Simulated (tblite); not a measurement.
C₅H₁₁PSe.
Atom-mapped SMILES: `[CH3:1]/[CH:2]=[CH:3]\[P:4]([CH3:5])([CH3:6])=[Se:7]` (hydrogens: H8, H9, H10 on C1; H11 on C2; H12 on C3; H13, H14, H15 on C5; H16, H17, H18 on C6)

Computed with GFN2-xTB (tblite), gas phase: L-BFGS steps from a force-field or distance-geometry start until the largest atomic force falls under 0.01 eV/Å.

Geometry at step 0:
```
atom  x, y, z in Å
C1      2.3312   -0.2773    0.5393
C2      1.8153   -0.5414   -0.8382
C3      0.5292   -0.4495   -1.1446
P4     -0.7131    0.0281    0.0329
C5     -2.2082   -0.9717   -0.0170
C6     -0.9840    1.8008    0.0747
Se7    -0.3382   -0.2608    2.1140
H8      3.4363   -0.1238    0.4418
H9      1.9246    0.6478    1.0000
H10     2.1763   -1.1650    1.1902
H11     2.4919   -0.8395   -1.6274
H12     0.2354   -0.6656   -2.1711
H13    -1.9444   -2.0592    0.0270
H14    -2.8558   -0.7872   -0.8933
H15    -2.8078   -0.7592    0.8997
H16    -1.5161    2.1036   -0.8310
H17     0.0088    2.3274    0.2017
H18    -1.5901    1.9989    0.9896
```

Task: What forces act on the atoms?

Result: 
```json
{"atom": "C1", "Fx (eV/Å)": "1.649", "Fy (eV/Å)": "0.175", "Fz (eV/Å)": "-0.450"}
{"atom": "C2", "Fx (eV/Å)": "-0.057", "Fy (eV/Å)": "0.164", "Fz (eV/Å)": "0.814"}
{"atom": "C3", "Fx (eV/Å)": "-0.164", "Fy (eV/Å)": "-0.104", "Fz (eV/Å)": "-1.125"}
{"atom": "P4", "Fx (eV/Å)": "0.266", "Fy (eV/Å)": "-0.545", "Fz (eV/Å)": "2.566"}
{"atom": "C5", "Fx (eV/Å)": "-1.462", "Fy (eV/Å)": "-0.642", "Fz (eV/Å)": "-0.759"}
{"atom": "C6", "Fx (eV/Å)": "-0.123", "Fy (eV/Å)": "1.063", "Fz (eV/Å)": "-0.259"}
{"atom": "Se7", "Fx (eV/Å)": "0.335", "Fy (eV/Å)": "-0.378", "Fz (eV/Å)": "0.616"}
{"atom": "H8", "Fx (eV/Å)": "-0.716", "Fy (eV/Å)": "-0.157", "Fz (eV/Å)": "0.295"}
{"atom": "H9", "Fx (eV/Å)": "0.127", "Fy (eV/Å)": "-0.867", "Fz (eV/Å)": "-0.310"}
{"atom": "H10", "Fx (eV/Å)": "-0.026", "Fy (eV/Å)": "0.749", "Fz (eV/Å)": "-0.348"}
{"atom": "H11", "Fx (eV/Å)": "0.204", "Fy (eV/Å)": "-0.042", "Fz (eV/Å)": "0.184"}
{"atom": "H12", "Fx (eV/Å)": "-0.301", "Fy (eV/Å)": "0.021", "Fz (eV/Å)": "0.195"}
{"atom": "H13", "Fx (eV/Å)": "0.012", "Fy (eV/Å)": "0.908", "Fz (eV/Å)": "-0.118"}
{"atom": "H14", "Fx (eV/Å)": "0.254", "Fy (eV/Å)": "-0.167", "Fz (eV/Å)": "0.194"}
{"atom": "H15", "Fx (eV/Å)": "0.541", "Fy (eV/Å)": "0.025", "Fz (eV/Å)": "-0.614"}
{"atom": "H16", "Fx (eV/Å)": "0.167", "Fy (eV/Å)": "0.444", "Fz (eV/Å)": "0.146"}
{"atom": "H17", "Fx (eV/Å)": "-1.037", "Fy (eV/Å)": "-0.565", "Fz (eV/Å)": "-0.317"}
{"atom": "H18", "Fx (eV/Å)": "0.329", "Fy (eV/Å)": "-0.083", "Fz (eV/Å)": "-0.712"}
```

The largest, 2.64 eV/Å, acts on P4; the rms over all components is 0.656 eV/Å. The forces sum to zero within rounding, as they must for an isolated molecule in no field.

Task: Give the force on P4 in Eh/bohr and in nN.

Result: 2.637 eV/Å ÷ 51.422 = 0.05128 Eh/bohr, and 2.637 eV/Å × 1.602 = 4.22 nN.

Task: How far is this geometry from the end of the optimisation?

Result: 0.944 eV above it, and 0.688 Å rms away after alignment. The bonds farthest from their final lengths, with half the difference of the two atoms' forces along the bond (positive lengthens):

```json
{"bond": "P4–C6", "now (Å)": "1.794", "final (Å)": "1.838", "force along bond (eV/Å)": "+0.79"}
{"bond": "C6–H17", "now (Å)": "1.131", "final (Å)": "1.088", "force along bond (eV/Å)": "-0.78"}
{"bond": "C3–P4", "now (Å)": "1.777", "final (Å)": "1.814", "force along bond (eV/Å)": "+1.01"}
{"bond": "P4–C5", "now (Å)": "1.799", "final (Å)": "1.830", "force along bond (eV/Å)": "+0.79"}
{"bond": "P4=Se7", "now (Å)": "2.134", "final (Å)": "2.104", "force along bond (eV/Å)": "-0.96"}
{"bond": "C5–H13", "now (Å)": "1.120", "final (Å)": "1.090", "force along bond (eV/Å)": "-0.57"}
```

The angle farthest from its final value is C5–P4–Se7, 95.6° against 111.8°.

Of the 6 listed bonds off by 0.010 Å or more, this force points towards the final length in 6.

The cost below is that of the whole relaxation. The run took 1.6 s of wall time on one thread of an Arm Neoverse N1, no GPU, shared host with 64 logical CPUs at a one-minute load of 53.
